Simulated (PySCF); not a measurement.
CH₃AlFIO. Atoms are numbered in the order given.

```xyz
8

Al     0.6871     1.0042     0.0000
F      2.3242     1.2326     0.0000
I     -0.2129    -1.2704     0.0000
O     -0.3078     2.3510     0.0000
C     -1.6614     2.6740     0.0000
H     -1.9109     3.2758    -0.8903
H     -1.9109     3.2758     0.8903
H     -2.3137     1.7816     0.0000
```

Coordinates come from a PBE0-D3(BJ)/def2-SVP optimisation. The def2 effective core potentials stand for the cores of I; spin–orbit coupling is left out. The values are those of a single conformer.

These are IEF-PCM-B3LYP/def2-SVP in PySCF values and carry that method's errors.

The values are the electrostatic part of the solvation free energy, E(continuum) − E(gas) at the gas-phase geometry, in a cavity of scaled van der Waals radii (PySCF's table); cavitation and dispersion terms are not included. A continuum can't describe solvent molecules that bind to the metal. In vacuum the orbital gap is 6.43 eV. The dipole moment in vacuum is 2.09 D.

Computed values in water (ε = 78.36), tetrahydrofuran (ε = 7.43), ethylethanoate (ε = 5.99):
```tsv
solvent	ε	ΔG(elec) (kcal/mol)	dipole (D)	gap (eV)
water	78.36	-6.1	2.36	6.63
tetrahydrofuran	7.43	-4.9	2.31	6.59
ethylethanoate	5.99	-4.7	2.30	6.58
```
